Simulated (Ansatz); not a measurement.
CdMe2 (C2H6Cd), relaxed as a singlet with RKS PBE0-D4/def2-TZVP in Ansatz, starting from the GFN2-xTB geometry. Force threshold 0.02 eV/Å.

In the def2 sets Cd takes a core potential; there is no spin–orbit coupling.

Start:

Cartesian coordinates in Å:
```
Cd -0.027 -0.010 -0.003
C -0.764 2.069 0.181
H -1.172 2.253 1.176
H -1.549 2.275 -0.546
H 0.046 2.781 0.012
C 0.760 -2.070 -0.181
H 1.607 -2.218 0.489
H 1.099 -2.271 -1.198
H 0.000 -2.809 0.070
```

```json
{"step": "1", "energy (eV)": "-6734.4978", "largest force component (eV/Å)": "0.704", "SCF passes": "15"}
{"step": "2", "energy (eV)": "-6734.6012", "largest force component (eV/Å)": "0.083", "SCF passes": "19"}
{"step": "3", "energy (eV)": "-6734.6041", "largest force component (eV/Å)": "0.351", "SCF passes": "19"}
{"step": "4", "energy (eV)": "-6734.6085", "largest force component (eV/Å)": "0.003", "SCF passes": "19"}
```

Force components are those of the run's own axes.

End:

| atom | x (Å) | y (Å) | z (Å) |
| --- | --- | --- | --- |
| Cd1 | -0.0003 | -0.0001 | 0.0000 |
| C2 | -0.7284 | 1.9766 | 0.1732 |
| H3 | -1.1397 | 2.1492 | 1.1699 |
| H4 | -1.5162 | 2.1626 | -0.5595 |
| H5 | 0.0741 | 2.6975 | 0.0041 |
| C6 | 0.7280 | -1.9768 | -0.1733 |
| H7 | 1.5739 | -2.1345 | 0.4989 |
| H8 | 1.0597 | -2.1762 | -1.1943 |
| H9 | -0.0511 | -2.6983 | 0.0810 |

By distances, no bond broke or formed. The bond that changes most is Cd1–C2, from 2.21 to 2.11 Å (atoms count from 1).

No frequencies were taken in this run, so the end may be a saddle point.

Run time 4.2 s (4 threads of Arm Neoverse V1 on a shared host).
